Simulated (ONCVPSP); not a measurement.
# Building the ONCV potential for Te (PBE, scalar-relativistic).

ONCVPSP 4.0.1 input, shortened (lines: element, Z, core and valence counts, functional; n l f; lmax; l rc ep ncon nbas qcut; lloc lpopt rc5 dvloc0; l nproj debl; icmod fcfact rcfact), PBE, scalar-relativistic:

```
  Te 52.00    6    5        4      upf
    1    0    2.00
    2    0    2.00
    2    1    6.00
    3    0    2.00
    3    1    6.00
    3    2   10.00
    4    0    2.00
    4    1    6.00
    4    2   10.00
    5    0    2.00
    5    1    4.00
    2
    0    1.25    0.00    4    7   12.40
    1    1.20    0.00    4    7   13.20
    2    1.05    0.00    3    6    7.80
    4    3    0.90    6.00
    0    2    2.90
    1    2    0.40
    2    2    1.90
    0    0.00    0.00
```

(1) What does a ghost test show?

(2) Tests: 4s2 4p6 4d10 5s2 5p3; 4s2 4p6 4d10 5s2 5p2; 4s2 4p6 4d10 5s2 5p1; 4s2 4p6 4d10 5s1 5p4. Which has the largest error in its energy relative to the reference configuration, and how large is it?

## Answers

(1) No bound ghost flagged; no localised positive-energy state flagged.

(2) 4s2 4p6 4d10 5s2 5p1, with -12 meV (all-electron minus pseudo) on +54.55 eV.
